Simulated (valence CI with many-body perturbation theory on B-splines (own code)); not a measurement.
## E1 line list for La²⁵⁺

Calculated by valence CI with perturbative core correlation (CI+MBPT): four valence electrons over a frozen Dirac-Fock core [Ar] 3d10, radial functions for each j: 11 s, 11 p, 10 d, 8 f, 5 g, 2 h, with the one-electron correlation potential Σ1, the two-electron term Σ2, the three-electron term Σ3, Breit, model QED; selected CI, second order for the rest, scaled by the run's own slope (own B-spline code, finite nucleus).

No measured spectrum was set against this ion. As an estimate, levels hold to about 250 cm⁻¹ or 0.2 % of their energy and the worst to 1 %, as in measured heavy ions of charge 2 to 7; those with d or f electrons hold less well. Among the levels kept, up to 500 cm⁻¹ of a level comes from second order outside the variational space, and about a tenth of that is noise between levels of different J, which matters for small intervals.

Lines 101 to 150 of 557 in falling wavelength, among levels below 309.36 eV, chosen from the strongest by gf and those to the six lowest levels. Wavelengths and rates use the calculated energies, so an error of 2000 cm⁻¹ moves a line at 145.4 Å by 0.29 % and its rate by three times that or more. Electric multipoles are in the length gauge, E1 and E2 with the static RPA response of the core. Weak lines are less certain than strong ones. Lines between different terms over intervals too small for the method are left out, as are lines whose strength nearly cancels. Where a level lies close to another of its J and parity, the split of strength between their lines is uncertain. The highest levels of a list are the least certain.

Levels are named by their leading jj configuration (3d3/2^4 stands for four electrons in 3d with j = 3/2), which in mixed levels can hold well under half, so a name can repeat and another be missing. Letters in brackets count levels of one name in rising energy.

```csv
λ vac (Å),Upper,Lower,A (s⁻¹),S (a.u.)
145.4,(4s 4p3/2^3) J=1,(4s^2 4p3/2^2) J=0,2.02e+10,9.22e-02
143.8,(4s 4p3/2^2 4d3/2) J=2 [b],(4s^2 4p3/2 4d3/2) J=3,2.60e+10,1.91e-01
143.7,(4s 4p3/2^2 4d3/2) J=1 [c],(4s^2 4p3/2 4d3/2) J=1,2.83e+10,1.25e-01
143.5,(4p1/2 4p3/2^2 4d5/2) J=3 [b],(4s 4p1/2 4p3/2 4d5/2) J=4 [c],9.97e+09,1.02e-01
143.5,(4p1/2^2 4p3/2 4d5/2) J=4,(4s 4p1/2^2 4d5/2) J=3,2.02e+10,2.66e-01
143.4,(4s 4p1/2 4p3/2 4d5/2) J=1 [b],(4s^2 4p1/2 4d5/2) J=2,2.88e+10,1.26e-01
142.9,(4p1/2 4p3/2^2 4d3/2) J=4,(4s 4p1/2 4p3/2 4d3/2) J=4,8.39e+09,1.09e-01
142.7,(4p1/2 4p3/2^2 4d5/2) J=3 [c],(4s 4p1/2 4p3/2 4d5/2) J=4 [c],3.86e+10,3.88e-01
142.4,(4p1/2 4p3/2^2 4d3/2) J=2 [a],(4s 4p1/2 4p3/2 4d3/2) J=3 [a],2.08e+10,1.49e-01
142.2,(4p1/2^2 4p3/2 4d3/2) J=3,(4s 4p1/2^2 4d3/2) J=2,1.68e+10,1.67e-01
142.2,(4p1/2 4p3/2^2 4d5/2) J=4 [b],(4s 4p1/2 4p3/2 4d5/2) J=5,1.04e+10,1.33e-01
141.9,(4p1/2^2 4p3/2^2) J=0,(4s 4p1/2^2 4p3/2) J=1,6.10e+10,8.61e-02
141.9,(4s 4p1/2 4p3/2^2) J=2 [b],(4s^2 4p1/2 4p3/2) J=1,1.17e+09,8.22e-03
141.9,(4s 4p3/2^2 4d5/2) J=2 [b],(4s^2 4p3/2 4d5/2) J=2,1.69e+10,1.19e-01
141.7,(4s 4p1/2 4p3/2^2) J=1 [a],(4s^2 4p1/2 4p3/2) J=1,5.67e+10,2.39e-01
141.6,(4s^2 4p1/2 4f5/2) J=3,(4s^2 4p3/2 4d3/2) J=3,2.83e+10,2.78e-01
141.3,(4p1/2 4p3/2^2 4d5/2) J=5,(4s 4p1/2 4p3/2 4d5/2) J=5,1.04e+10,1.59e-01
141.2,(4s 4p3/2^2 4d3/2) J=1 [b],(4s^2 4p3/2 4d3/2) J=2,7.48e+10,3.12e-01
141.2,(4s 4p3/2^2 4d5/2) J=4 [b],(4s^2 4p3/2 4d5/2) J=4,3.77e+10,4.71e-01
141.0,(4p1/2 4p3/2^2 4d3/2) J=1 [a],(4s 4p1/2 4p3/2 4d3/2) J=2 [a],2.16e+10,8.96e-02
140.9,(4p1/2 4p3/2^2 4d3/2) J=3 [a],(4s 4p1/2 4p3/2 4d3/2) J=3 [a],1.05e+10,1.01e-01
140.7,(4s 4p3/2^2 4d3/2) J=1 [c],(4s^2 4p3/2 4d3/2) J=0,4.26e+10,1.76e-01
140.6,(4p1/2^2 4p3/2 4d5/2) J=1,(4s 4p1/2^2 4d5/2) J=2,3.89e+10,1.60e-01
140.5,(4s 4p1/2 4p3/2 4d3/2) J=1 [e],(4s^2 4p1/2 4d3/2) J=1,2.45e+10,1.01e-01
140.2,(4p1/2 4p3/2^2 4d5/2) J=2 [c],(4s 4p1/2 4p3/2 4d5/2) J=3 [d],1.69e+10,1.15e-01
140.2,(4p1/2 4p3/2^2 4d5/2) J=3 [b],(4s 4p1/2 4p3/2 4d5/2) J=4 [b],1.29e+10,1.23e-01
140.1,(4s 4p3/2^2 4d3/2) J=2 [b],(4s^2 4p3/2 4d3/2) J=2,1.47e+10,9.97e-02
140.0,(4s 4p3/2^2 4d5/2) J=2 [c],(4s^2 4p3/2 4d5/2) J=1,2.02e+10,1.37e-01
140.0,(4s 4p1/2 4p3/2 4d5/2) J=3 [e],(4s^2 4p1/2 4d5/2) J=3,5.52e+10,5.23e-01
140.0,(4p3/2^3 4d5/2) J=4,(4s 4p3/2^2 4d5/2) J=5,1.78e+10,2.17e-01
139.8,(4s 4p1/2 4p3/2 4d5/2) J=2 [e],(4s^2 4p1/2 4d5/2) J=2,3.91e+10,2.63e-01
139.6,(4p1/2 4p3/2^2 4d5/2) J=4 [a],(4s 4p1/2 4p3/2 4d3/2) J=4,1.49e+10,1.79e-01
139.6,(4s 4p3/2^2 4d5/2) J=3 [b],(4s^2 4p3/2 4d5/2) J=4,1.53e+10,1.43e-01
139.5,(4p1/2 4p3/2^2 4d3/2) J=4,(4s 4p1/2 4p3/2 4d5/2) J=4 [a],7.43e+09,8.95e-02
138.8,(4p1/2^2 4p3/2^2) J=2,(4s 4p1/2^2 4p3/2) J=2,1.33e+10,8.80e-02
138.4,(4s 4p3/2^2 4d3/2) J=1 [c],(4s^2 4p3/2 4d3/2) J=2,2.54e+10,9.97e-02
138.1,(4s 4p1/2 4p3/2 4d5/2) J=2 [d],(4s^2 4p1/2 4d5/2) J=3,9.61e+10,6.25e-01
138.0,(4s 4p1/2 4p3/2 4d3/2) J=2 [a],(4s 4p1/2 4p3/2^2) J=3,2.79e+10,1.81e-01
137.6,(4s 4p1/2 4p3/2 4d3/2) J=1 [d],(4s^2 4p1/2 4d3/2) J=2,6.46e+10,2.49e-01
137.3,(4s 4p1/2 4p3/2^2) J=1 [b],(4s^2 4p1/2 4p3/2) J=2,1.30e+11,4.97e-01
137.2,(4p1/2 4p3/2^2 4d5/2) J=3 [a],(4s 4p1/2 4p3/2 4d5/2) J=4 [a],1.53e+10,1.36e-01
136.3,(4p1/2 4p3/2^2 4d5/2) J=4 [a],(4s 4p1/2 4p3/2 4d5/2) J=4 [a],9.08e+09,1.02e-01
136.2,(4p1/2^2 4p3/2 4d5/2) J=3,(4s 4p1/2^2 4d5/2) J=3,1.45e+10,1.27e-01
136.1,(4s 4p3/2^2 4d5/2) J=3 [c],(4s^2 4p3/2 4d5/2) J=4,8.17e+10,7.11e-01
136.0,(4s 4p3/2^2 4d5/2) J=2 [c],(4s^2 4p3/2 4d5/2) J=3,1.01e+11,6.29e-01
136.0,(4s 4p3/2^2 4d3/2) J=2 [d],(4s^2 4p3/2 4d3/2) J=3,5.45e+10,3.38e-01
136.0,(4s 4p1/2 4d5/2^2) J=4,(4s 4p1/2 4p3/2 4d5/2) J=3 [d],8.44e+09,9.43e-02
135.6,(4p1/2^2 4p3/2 4d3/2) J=1,(4s 4p1/2^2 4d3/2) J=1,3.47e+10,1.28e-01
135.4,(4s 4p1/2 4p3/2 4d5/2) J=2 [e],(4s^2 4p1/2 4d5/2) J=3,2.01e+10,1.23e-01
135.3,(4s 4p3/2^3) J=1,(4s^2 4p3/2^2) J=2,1.18e+11,4.32e-01
```
